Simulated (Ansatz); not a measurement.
A calculation with Ansatz (development build ahead of 0.2.0).

```yaml
crystal:
  periodic: [false, false, false]
  atoms:
    - { symbol: Sc, position_ang: [0.0, 0.0, 0.0] }
    - { symbol: Cr, position_ang: [0.0, 0.0, 2.8428] }
basis:
  gaussian: { orbitals: pcseg-2 }
magnetization:
  spin_polarized: true
  initial_magnetization: 5
hamiltonian:
  xc: pbe
```

The input is written out in the form of the current development build from the run's settings.

Results

```
Converged                       : yes
Total energy                    : -1804.65597 hartree
Spin squared of the determinant : 9.635
Stability test                  : minimum
```

Caution: another spin multiplicity may lie lower; the unrestricted determinant is a mixture of spin states.
